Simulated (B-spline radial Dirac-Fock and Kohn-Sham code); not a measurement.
**What relativity does to the binding energies of Pd²⁰⁺**

System: Pd²⁰⁺ in the configuration 1s2 2s2 2p6 3s2 3p6 3d8.

Both columns are ΔSCF binding energies of the configuration average from a B-spline atomic structure program: non-relativistic Hartree-Fock with a point nucleus, and Dirac-Fock with a finite nucleus and the Coulomb interaction alone, averaged over the two j levels with weights 2j+1.

| shell | Hartree-Fock (eV) | Dirac-Fock (eV) | shift (eV) | shift (%) |
| --- | --- | --- | --- | --- |
| 1s | 24361.7 | 25091.1 | +729.42 | +2.99 |
| 2s | 4091.3 | 4270.1 | +178.81 | +4.37 |
| 2p | 3835.0 | 3887.4 | +52.37 | +1.37 |
| 3s | 1224.3 | 1264.9 | +40.64 | +3.32 |
| 3p | 1120.6 | 1134.7 | +14.09 | +1.26 |
| 3d | 942.2 | 939.5 | -2.71 | -0.29 |

Relativity binds 1s, 2s, 2p, 3s, 3p more strongly, among those listed most of all 2s in relative terms, and 3d more weakly, because the contracted s and p shells screen the nucleus better.

Values without a named source are computed, but for edge energies of neutral atoms, which are taken from tables.
